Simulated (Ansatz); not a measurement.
System (SMILES): [SiH]=O (O-SiH), doublet.
Atoms: Si1, O2, H3. Bonds: Si1-O2, Si1-H3.

How fast the optimised Si1-H3 bond length converges with the basis for several methods (Ansatz, a program for electronic structure): deviation from each method's own reference, in Å. References: B3LYP 1.5262 Å, the value in aug-pcseg-3; HF 1.5019 Å, the value in aug-pcseg-3; MP2 1.5091 Å, the value in aug-cc-pV(Q+d)Z; PBE 1.5432 Å, the value in aug-pcseg-3. Cartesian d functions, on some or all atoms, in 6-31G*, 6-311G**, 6-311+G**; all else is spherical. In correlated methods cores are frozen. Core-valence sets carry the plain set on hydrogen. Open shells are unrestricted. No added dispersion term, no relativity. The reference of a correlated method is not its basis-set limit, which lies further on.

```tsv
basis	functions	B3LYP	HF	MP2	PBE
6-31G*	36	0.0106	?	0.0150	0.0096
cc-pV(D+d)Z	42	0.0142	?	0.0106	0.0135
6-311G**	51	0.0065	?	0.0014	0.0065
6-311+G**	59	0.0047	?	-0.0002	0.0043
cc-pV(T+d)Z	83	0.0015	?	0.0016	0.0017
jun-cc-pV(T+d)Z	101	0.0007	?	0.0010	0.0008
6-311++G(3df,3pd)	104	0.0002	?	-0.0015	-0.0002
cc-pCVTZ	116	0.0026	?	0.0019	0.0031
aug-cc-pV(T+d)Z	124	0.0007	?	0.0017	0.0007
cc-pV(Q+d)Z	149	-0.0011	?	-0.0005	-0.0013
def2-QZVPP	157	0.0002	?	-0.0006	0.0001
aug-cc-pV(Q+d)Z	215	-0.0014	?	0.0000	-0.0016
```

Fill in the missing entries.


- 6-31G*, HF: 0.0034
- cc-pV(D+d)Z, HF: 0.0076
- 6-311G**, HF: 0.0038
- 6-311+G**, HF: 0.0023
- cc-pV(T+d)Z, HF: 0.0015
- jun-cc-pV(T+d)Z, HF: 0.0009
- 6-311++G(3df,3pd), HF: -0.0007
- cc-pCVTZ, HF: 0.0020
- aug-cc-pV(T+d)Z, HF: 0.0010
- cc-pV(Q+d)Z, HF: -0.0002
- def2-QZVPP, HF: -0.0002
- aug-cc-pV(Q+d)Z, HF: -0.0003

Mean absolute deviation over 6-311G**, 6-311+G**, cc-pV(T+d)Z, jun-cc-pV(T+d)Z, 6-311++G(3df,3pd), cc-pCVTZ, aug-cc-pV(T+d)Z: MP2 0.0013, HF 0.0018, B3LYP 0.0024, PBE 0.0025 Å.
